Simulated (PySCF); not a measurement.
Computed data sheet: cyclo-(H2SiS)4, H8S4Si4

Species: cyclo-(H2SiS)4.
Geometry (PBE0-D3(BJ)/def2-SVP, Å), atoms numbered from 1 in this order:
```
atom  x, y, z in Å
Si1    1.8382    0.9588   -0.7947
H2     3.0493    1.7143   -1.2092
H3     0.9446    0.7221   -1.9635
S4     0.7741    2.1579    0.6389
Si5   -1.2731    1.8970    0.0324
H6    -1.9864    3.0703    0.5997
H7    -1.3523    1.8503   -1.4540
S8    -2.2715    0.1921    0.8771
Si9   -1.6551   -1.3855   -0.4522
H10   -0.9824   -0.7648   -1.6293
H11   -2.8568   -2.1518   -0.8738
S12   -0.4025   -2.8306    0.5125
Si13   1.1292   -1.5971    1.3859
H14    0.5207   -0.4591    2.1215
H15    1.8764   -2.5299    2.2684
S16    2.6132   -0.8778    0.0068
```

**PBE0-D3(BJ)/def2-SVP geometry optimisation, gas phase (PySCF)**

```yaml
Rotational_constants_A_B_C: 0.627, 0.611, 0.362 GHz
```

**B3LYP/def2-SVPD ground state and vertical TDDFT (core frozen in the response) (PySCF)**

```yaml
Dipole_moment: 1.47 D
HOMO_energy: -7.21 eV
LUMO_energy: -1.06 eV
HOMO–LUMO_gap: 6.15 eV
Lowest_singlet_excitation: 5.31 eV (233 nm, f = 0.020)
Strongest_line_among_the_10_lowest_singlet_transitions: S5 at 5.72 eV (217 nm, f = 0.033)
Lowest_triplet_excitation_Tamm–Dancoff: 5.04 eV
Static_isotropic_polarisability: 184.1 au
Electronic_spatial_extent_⟨r²⟩_about_the_centre_of_nuclear_charge: 3099 bohr²
```

**B3LYP/pcSseg-1 ground state and GIAO shieldings, non-relativistic (PySCF)**

```yaml
1H_chemical_shifts_computed_TMS_as_zero_by_class: 5.44 (H2/H3/H6/H7/H10/H11/H14/H15) ppm
Isotropic_shieldings_of_nuclei_other_than_C_and_H_by_class: 343 (Si1/Si5/Si9/Si13), 649 (S4/S8/S12/S16) ppm
```

Monoisotopic mass from the formula: 247.8586 u.

The vertical singlet–triplet gap S1 − T1 is 0.27 eV (TDDFT singlet less Tamm–Dancoff triplet; S1: HOMO→LUMO, weight 0.91; T1: HOMO→LUMO, weight 0.83). No computed singlet falls in the visible range (750 to 380 nm, 1.65 to 3.26 eV); S1 lies 2.05 eV above its blue end. The dipole equals about 4.9 × 10⁻³⁰ C·m (1 D = 3.33564 × 10⁻³⁰ C·m). The polarisability is 27.28 Å³ as a volume (1 au = 0.148185 Å³), or 1.44 au for each of the 128 electrons. The rotational constants make it an asymmetric top with κ = (2B − A − C)/(A − C) = 0.9, nearer the oblate limit (+1). The principal polarisabilities are 151.2, 198.9 and 202.2 au; their mean is the isotropic value. With B = h/(8π²I), that is 505.379 GHz u Å² over I, the principal moments of inertia are 806.0, 827.2 and 1396.5 u Å² (most abundant isotopes). In wavenumbers S1 is 42800 cm⁻¹ (1 eV = 8065.54 cm⁻¹).

 NMR classes are plain means over equivalent atoms (diastereotopic ones count apart unless rotation or inversion swaps them), as if these changed places fast; in this geometry the members of some classes differ.

For the geometry optimisation (PBE0-D3(BJ)/def2-SVP), on one thread, Intel Xeon 6975P-C (x86_64), no GPU, shared host with 192 logical CPUs at a one-minute load of 92, this took 1.7 min wall and 1.0 GiB of memory at its peak.

One conformer stands for the species.
